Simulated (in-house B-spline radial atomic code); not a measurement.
**Ionising Cr with different functionals**

Computed with a B-spline radial code for spherical atoms: scalar-relativistic (spin-free X2C) Hamiltonian, Fermi nucleus of rms radius 3.6452 fm, spin-polarised at highest spin, spherical fractional occupations for the functionals, the average over the highest-spin determinants for Hartree-Fock. The ionisation energy is the difference of two self-consistent energies, [Ar] 3d5 4s1 → [Ar] 3d5, without Breit or QED terms; ε is the level of the shell that loses the electron (its least bound occupied spin orbital).

```
           method                    rung  ΔSCF (eV)  -ε(4s) (eV)
     Hartree-Fock            Hartree-Fock       6.00         6.16
    HF fractional            Hartree-Fock       6.00         6.16
         LDA VWN5                     LDA       7.60         4.63
         LDA PW92                     LDA       7.60         4.63
LDA exchange-only                     LDA       7.15         4.21
              PBE                     GGA       7.39         4.47
           PBEsol                     GGA       7.39         4.49
             BLYP                     GGA       7.25         4.27
             RPBE                     GGA       7.29         4.41
             PW91                     GGA       7.46         4.53
             BP86                     GGA       7.54         4.62
             AM05                     GGA       7.39         4.49
             OLYP                     GGA       6.91         4.08
             TPSS                meta-GGA       7.22         4.42
             SCAN                meta-GGA       7.56         4.94
           r2SCAN                meta-GGA       7.35         4.72
          revTPSS                meta-GGA       7.20         4.43
             PBE0           global hybrid       7.05         4.96
            B3LYP           global hybrid       7.14         4.82
            TPSSh           global hybrid       7.09         4.61
        BHandHLYP           global hybrid       6.61         5.24
          r2SCAN0           global hybrid       7.07         5.18
            B97-1           global hybrid       6.79         4.64
            HSE06  range-separated hybrid       7.11         4.62
            wB97X  range-separated hybrid       6.51         6.39
        CAM-B3LYP  range-separated hybrid       6.93         5.86
          LC-wPBE  range-separated hybrid       6.76         6.83
```

Q: Among the functionals, which spreads more, the ΔSCF values or the orbital energies?

A: The orbital energies: ΔSCF values span about 1.09 eV and the orbital energies 2.75 eV.

Q: How do they compare with the NIST value?

A: NIST lists 6.767 eV (measured, ground level to ground level). Errors run from -0.76 to +0.83 eV; LC-wPBE is closest (-0.01 eV), but part of that can be cancellation, since the calculations leave out spin-orbit coupling, Breit-QED terms, multiplet and fine-structure energies. Hartree-Fock also lacks correlation.
